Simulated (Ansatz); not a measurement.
Redistribution: BH2(CH3) + BH2I → BH(CH3)I + BH3

Species: BH2(CH3), singlet; BH2I `BI`, singlet; BH(CH3)I, singlet; BH3 (borane) `B`, singlet. The partners trade H for I; both sit on B, so the bond types are kept.

Shapes, held fixed at every level: PBE0-D4/def2-TZVP. Programs: Ansatz 0.2.0. The zero-point and thermal change to 298 K, harmonic and unscaled (PBE0-D4/def2-TZVP), is -0.5 kJ/mol.

```json
{"level": "HF/def2-TZVPP", "kind": "Hartree–Fock", "ΔH(298 K) (kJ/mol)": "-3.7", "less CCSD(T)/def2-TZVPP": "-0.2"}
{"level": "BHLYP-D4/def2-TZVPP", "kind": "global hybrid", "ΔH(298 K) (kJ/mol)": "-4.7", "less CCSD(T)/def2-TZVPP": "-1.2"}
{"level": "wB97M-V/def2-TZVPP", "kind": "range-separated hybrid", "ΔH(298 K) (kJ/mol)": "-3.1", "less CCSD(T)/def2-TZVPP": "+0.4"}
{"level": "wB97X-V/def2-TZVPP", "kind": "range-separated hybrid", "ΔH(298 K) (kJ/mol)": "-3.3", "less CCSD(T)/def2-TZVPP": "+0.2"}
{"level": "CCSD(T)/def2-SVP", "kind": "coupled cluster or CI", "ΔH(298 K) (kJ/mol)": "-2.8", "less CCSD(T)/def2-TZVPP": "+0.7"}
{"level": "CCSD/def2-SVP", "kind": "coupled cluster or CI", "ΔH(298 K) (kJ/mol)": "-2.8", "less CCSD(T)/def2-TZVPP": "+0.7"}
{"level": "CCSD(T)/def2-TZVPP", "kind": "coupled cluster or CI", "ΔH(298 K) (kJ/mol)": "-3.5", "less CCSD(T)/def2-TZVPP": "0.0"}
```

The highest level, CCSD(T)/def2-TZVPP, gives ΔH(298 K) = -3.5 kJ/mol; the levels span -4.7 to -2.8. That is about zero within the method's error. The column of differences is taken from that level and isn't an error. No measured value is set beside it here. For atoms past krypton def2 sets carry core potentials with scalar relativity. Outer-core shells of I are correlated in most correlated rows, in sets that cover them unevenly.
